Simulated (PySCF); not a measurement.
SMILES [SiH3][Be][Cl] (CAM-B3LYP/def2-SVP optimised geometry):

```
6

Be     0.450     0.215     0.000
Cl     2.264     0.215     0.000
Si    -1.712     0.217    -0.002
H     -2.263     0.654     1.315
H     -2.264    -1.141    -0.284
H     -2.260     1.141    -1.039
```

Method: CAM-B3LYP/def2-TZVP run with PySCF.

Q: What are the frontier orbital energies and the dipole moment?

A: HOMO-2 -11.00 eV, HOMO-1 -11.00 eV, HOMO -9.66 eV, LUMO -0.16 eV, LUMO+1 -0.15 eV; dipole moment 0.17 D.

On the same geometry PySCF 2.14.0 with PBE/def2-TZVP gives HOMO-2 -8.26 eV, HOMO-1 -8.26 eV, HOMO -7.17 eV, LUMO -2.00 eV, LUMO+1 -2.00 eV; dipole moment 0.11 D.

Meta-Löwdin charges at CAM-B3LYP/def2-TZVP: Be1 1.11, Cl2 -0.69, Si3 -0.19, H4 -0.08, H5 -0.08, H6 -0.08.
